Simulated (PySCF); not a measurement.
# What a mistake does to a calculation on CGeH10Si2

These are calculations, not measurements. They come from PySCF 2.14.0, an open-source quantum chemistry program, on an isolated molecule that a program drew, which may never have been made. The molecule is CGeH10Si2 (charge 0, singlet), drawn as the SMILES string `[SiH3][CH2][GeH2][SiH3]`.

Each row is a Hartree-Fock (HF) and frozen-core CCSD(T) single point in the cc-pV(D+d)Z basis, meant for a local HF minimum. Run 1 is clean. Each other run has one planted mistake out of seven kinds, and not every kind appears here: one electron removed, one electron added, multiplicity raised by two, geometry at a saddle point, minimal basis STO-3G, one bond length entered in bohr, all coordinates scaled. The reference is restricted for singlets and unrestricted otherwise, and also for a bond in bohr. Adding or removing an electron swaps singlet and doublet. Electrons count all cores. HOMO and LUMO are orbital energies over both spins, the gradient is its largest component, and the lowest frequency (negative if imaginary) is given only where the gradient is small. Bond lengths are over the 13 bonds as drawn. T1 is the CCSD diagnostic: over 0.02 (restricted) or 0.045 (unrestricted) a single reference is doubtful. Germanium has the cc-pVDZ-PP basis, with a core potential (ECP10MDF) in place of its 10 inner electrons, and its 3s, 3p and 3d shells are frozen in CCSD(T).

Geometry of the clean run:
```xyz
14
CGeH10Si2, angstrom
Si   -0.7199   -0.3189   -2.0395
C    -0.4731    0.1430   -0.2311
Ge    1.1133    1.2529    0.1769
Si    1.2603    1.7274    2.5324
H    -1.9424   -1.1431   -2.2063
H    -0.8606    0.9012   -2.8702
H     0.4403   -1.0966   -2.5372
H    -0.4026   -0.7743    0.3629
H    -1.3587    0.6817    0.1220
H     1.0286    2.5683   -0.6141
H     2.3807    0.5155   -0.2849
H     1.3719    0.4624    3.2986
H     2.4456    2.5687    2.8229
H     0.0425    2.4450    2.9817
```

```
run,electrons,basis functions,<S^2>,HOMO (eV),LUMO (eV),gradient (hartree/bohr),lowest frequency (cm^-1),mean bond (Å),longest bond (Å),T1,HF (hartree),CCSD(T) (hartree),mistake
1,76,133,0.000,-10.33,3.40,1.6e-05,35,1.5716,2.407,0.0110,-914.93817,-915.48793,no fault
2,76,133,0.000,-10.36,3.46,8.0e-03,-,1.5528,2.378,0.0110,-914.93642,-915.48489,all coordinates scaled
3,75,133,0.773,-16.05,-8.09,8.4e-02,-,1.5716,2.407,0.0192,-914.59969,-915.13261,one electron removed
4,76,133,2.014,-3.39,-2.19,4.3e-02,-,1.5716,2.407,0.0261,-914.69629,-915.24512,?
```

**Which mistake was planted in run 4, and what did it cost?**

Electrons, basis and geometry are unchanged, and <S^2> is 2.014, beside S(S+1) = 2.00 for a multiplicity of 3. So the mistake is: multiplicity raised by two. Subtracting run 1 and multiplying by 627.51 kcal/mol a hartree, the energy moved by 151.8 kcal/mol in HF and 152.4 kcal/mol in CCSD(T).

